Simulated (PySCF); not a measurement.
Input for PySCF: D3(BJ) and D4 dispersion corrections on B2BeH8.

```python
from pyscf import gto
from pyscf.dispersion import dftd3, dftd4

mol = gto.M(
    atom='''
    Be    0.00000000    0.00000000   -0.00000000
    B     0.00000000    0.00000000    1.83795244
    H     1.01508073    0.00000000    1.05675736
    H    -1.01508073   -0.00000000    1.05675736
    H    -0.00000000    1.02809290    2.43830339
    H    -0.00000000   -1.02809290    2.43830339
    B    -0.00000000   -0.00000000   -1.83795244
    H    -0.00000000    1.01508073   -1.05675736
    H     0.00000000   -1.01508073   -1.05675736
    H     1.02809290   -0.00000000   -2.43830339
    H    -1.02809290    0.00000000   -2.43830339
    ''',
    basis='def2-svp',
    charge=0, spin=0, verbose=0, max_memory=1800)
d3, d4 = {}, {}
for xc in ['hf', 'pbe', 'blyp', 'revpbe', 'tpss', 'r2scan', 'b3lyp', 'pbe0', 'bhlyp', 'camb3lyp', 'b2plyp']:
    d3[xc] = float(dftd3.DFTD3Dispersion(mol, xc=xc, version='d3bj', atm=False).get_dispersion()['energy'])
    print(f'D3(BJ) {xc:10s} {d3[xc]:14.8f} Eh')
for xc in ['hf', 'pbe', 'blyp', 'revpbe', 'tpss', 'r2scan', 'b3lyp', 'pbe0', 'bhlyp', 'camb3lyp', 'b2plyp']:
    d4[xc] = float(dftd4.DFTD4Dispersion(mol, xc={'camb3lyp': 'cam-b3lyp'}.get(xc, xc), atm=True).get_dispersion()['energy'])
    print(f'D4     {xc:10s} {d4[xc]:14.8f} Eh')
```

Program output:

```
D3(BJ) hf            -0.05625887 Eh
D3(BJ) pbe           -0.00636752 Eh
D3(BJ) blyp          -0.01337387 Eh
D3(BJ) revpbe        -0.01663845 Eh
D3(BJ) tpss          -0.00789353 Eh
D3(BJ) r2scan        -0.00173533 Eh
D3(BJ) b3lyp         -0.01087993 Eh
D3(BJ) pbe0          -0.00537892 Eh
D3(BJ) bhlyp         -0.00838015 Eh
D3(BJ) camb3lyp      -0.00470759 Eh
D3(BJ) b2plyp        -0.00493072 Eh
D4     hf            -0.02023452 Eh
D4     pbe           -0.00526773 Eh
D4     blyp          -0.01180532 Eh
D4     revpbe        -0.01839536 Eh
D4     tpss          -0.00712121 Eh
D4     r2scan        -0.00134874 Eh
D4     b3lyp         -0.00838328 Eh
D4     pbe0          -0.00440683 Eh
D4     bhlyp         -0.00584823 Eh
D4     camb3lyp      -0.00439354 Eh
D4     b2plyp        -0.00367454 Eh
```

The run finished.

Cost: roughly 0.03 core-seconds.
